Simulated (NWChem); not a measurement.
Species: BeO; SMILES [Be]=[O]

Results from NWChem. B3LYP is NWChem's, with the RPA form of VWN correlation. Each level has its own optimisation; frequencies are unscaled.

```csv
level,r Be–O (Å),highest harmonic frequency (cm⁻¹),zero-point energy (kcal/mol),dipole (D)
PBE/def2-SVP,1.359,?,2.1,?
Hartree-Fock/STO-3G,1.269,1940,2.8,4.20
B3LYP/3-21G,1.359,1551,2.2,4.97
PBE0/def2-SVP,1.338,1528,2.2,5.99
```

Some entries are withheld; supply them.


- PBE/def2-SVP, highest harmonic frequency (cm⁻¹): 1438
- PBE/def2-SVP, dipole (D): 5.38
